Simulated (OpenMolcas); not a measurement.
An atom or ion with 48 electrons was computed by XMS-RASPT2, IPEA 0.25 Eh, imaginary shift 0.1 Eh with spin-orbit coupling (OpenMolcas, ANO-RCC-VTZP, DKH2). The lowest levels that the run gave, each within 12 % of the measured value where one is at hand:

| J | Parity | E (eV) | g |
| --- | --- | --- | --- |
| 0 | even | 0.0000 |  |
| 0 | odd | 8.205 |  |
| 1 | odd | 8.461 | 1.495 |
| 2 | odd | 9.102 | 1.501 |
| 1 | odd | 11.907 | 1.006 |

Q: Which ion is it, and what are the configurations and terms?

A: Sb3+ (Z = 51, charge +3; active space 2 electrons in 9 orbitals (RAS2 5s 5p; RAS3 5d, at most 2 electrons)). J, parity and g give the terms where levels are pure, and mixed ones are named by the computed weights; the size of the splittings, set against known spectra of the 48-electron sequence, gives the charge. In order, with the measured energies in eV (Moore, Atomic Energy Levels, vol. III, NSRDS-NBS 35 (1971 reprint of NBS Circular 467, 1958)): 5s² ¹S₀, 5s 5p ³P°₀, 5s 5p ³P°₁ (8.2697), 5s 5p ³P°₂ (8.9963), 5s 5p ¹P°₁ (11.8965).

CASPT2 breaks the degeneracy within a term, and the mean is taken; among the terms shown or strongly mixed into the levels shown the widest spread is 110 cm-1 (5s 5p ¹P°). Active for correlation alone: 5d; no level in the range computed is led by a configuration that fills it, so any true level of that kind is missing. Computed and measured levels are paired by configuration, term and J; levels that our copy of the source lacks, or whose pairing is in doubt (as where it misses far off the trend of its configuration), stay unpaired and out of the deviations. Levels of configurations outside the active space are missing.

° marks odd parity.
